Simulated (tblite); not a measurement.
C4H4F3O (doublet state).
Z-matrix (Å and degrees, GFN2-xTB geometry), rows numbered from 1:
```
F 
C   1  1.3269
F   2  1.3471  1  106.65
F   2  1.3407  1  107.42  3   112.64
O   2  1.3229  1  109.59  3  -123.05
C   5  1.3914  2  116.96  1  -169.14
C   6  1.4662  5  124.66  2  -133.53
C   6  1.4676  5  128.32  2   -52.78
H   7  1.0826  6  118.86  8  -108.92
H   7  1.0794  6  118.34  8   106.19
H   8  1.0839  6  119.84  7   108.55
H   8  1.0803  6  118.10  7  -106.08
```

Computed with GFN2-xTB (tblite): harmonic, unscaled wavenumbers at the GFN2-xTB geometry, gas phase. Errors from tens to a few hundred cm⁻¹ against measured bands are possible. One conformer, not necessarily the lowest. Open shells enter through the occupations alone, without spin polarisation, and single modes of such species can be off by tens of per cent.

Harmonic wavenumbers (cm⁻¹): 34.9, 89.2, 145.0, 281.9, 338.2, 393.7, 417.8, 514.4, 555.0, 617.4, 773.3, 803.8, 867.2, 883.4, 983.3, 1016.6, 1031.4, 1050.1, 1064.2, 1102.0, 1124.8, 1144.0, 1201.9, 1379.3, 1407.7, 1474.2, 3036.7, 3047.7, 3078.3, 3088.7.

A = 4431, B = 1424, C = 1365 MHz; mass 125.021 u (most abundant isotopes); point group C1, symmetry number 1; spin multiplicity 2.

Task: Zero-point energy?

Result: Half the sum of the wavenumbers: 16473 cm⁻¹ = 197.06 kJ/mol.

Task: What is S at 298.15 K and 1 bar for an ideal gas of classical rigid rotors and harmonic oscillators?

Result: Translation 169.07, rotation 117.21, vibration 81.89, spin (R ln 2) 5.76: S = 373.9 J/(mol K).

Task: And Cp and H(298.15 K) − H(0)?

Result: Cp = 120.46 J/(mol K), of which vibrations give 87.20 (their classical limit is 30 R = 249.4); H(298.15 K) − H(0) = 22.53 kJ/mol without the zero-point energy, 12.61 from vibrations.

Task: How do the functions run with temperature in this model?

Result: 
```tsv
T (K)	S (J/(mol K))	Cp (J/(mol K))	H − H(0) (kJ/mol)	G − H(0) (kJ/mol)	ln q(vib)
150	308.9	74.6	8.13	-38.22	2.26
250	354.1	105.2	17.09	-71.43	3.94
400	413.6	149.8	36.34	-129.09	6.51
600	482.7	190.4	70.71	-218.91	9.96
900	567.0	223.8	133.39	-376.87	14.82
```

q(vib) and H(0) count from the zero-point level.

Task: Which modes carry the vibrational entropy at 298.15 K?

Result: 34.9 cm⁻¹: 23.13; 89.2 cm⁻¹: 15.39; 145.0 cm⁻¹: 11.45; 281.9 cm⁻¹: 6.37; 338.2 cm⁻¹: 5.11; 393.7 cm⁻¹: 4.13 J/(mol K); the other 24 give 16.32 together.

Task: Blend soft modes into free rotors: weight 1/[1 + (100 cm⁻¹/ν̃)⁴] for the oscillator and the rest for a rotor with moment μB/(μ + B), μ = h/(8π²ν), B = 10⁻⁴⁴ kg m². What vibrational entropy results?

Result: 73.22 J/(mol K) in place of 81.89, which changes −T·S at 298.15 K by +2.58 kJ/mol.

Task: What must be added to the electronic energy to get the Gibbs energy at 298.15 K and 1 bar?

Result: ZPE + [H(298.15 K) − H(0)] − T·S = 197.06 + 22.53 − 111.49 = 108.10 kJ/mol.

Hindered rotation and anharmonicity are outside this model. Other conformers, if any are populated, would add a mixing term that is left out. The structure is chiral; the term R ln 2 for an equal mix with its mirror image is left out.
